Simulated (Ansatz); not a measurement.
Frontier orbitals of `C[O][Al-]([CH3])([CH3])[OH2+]`.

```xyz
17

C    -2.0282   -0.0411   -1.3867
O    -0.7320    0.3794   -1.0965
Al    0.3255    0.0201    0.2533
C     0.7114    1.4911    1.4967
C     0.3509   -1.8434    0.8527
O     1.7656    0.2627   -1.1254
H    -2.2166    0.0254   -2.4644
H    -2.7779    0.5847   -0.8845
H    -2.2067   -1.0826   -1.0849
H     1.6636    1.3568    2.0225
H    -0.0579    1.5561    2.2740
H     0.7379    2.4702    1.0062
H     1.2366   -2.0663    1.4566
H     0.3392   -2.5489    0.0161
H    -0.5182   -2.0753    1.4782
H     2.3101    1.0473   -1.0031
H     1.0966    0.4636   -1.8108
```

Total charge 0; spin multiplicity 1. All single points use the PBE0-D4/def2-TZVP geometry. It is one conformer, not always the lowest. Basis def2-TZVPP, Ansatz.

Orbital energies of one run (eV). Highest occupied ones, from the top: -7.06, -7.85, -8.02, -9.10, -10.49, -10.49, -10.68, -10.80, -11.53, -12.27, -12.44, -13.15, -14.12, -17.27. Empty: 0.51, 1.41, 2.23, 2.37, 3.02, 3.22.

(1) Which functional gave them?
A. ωB97X-V
B. r2SCANh
C. r2SCAN0
D. B97M-V

Answers

(1) C. HOMO energies: r2SCAN0 -7.06, B97M-V -5.89, r2SCANh -6.29, ωB97X-V -9.26 eV.
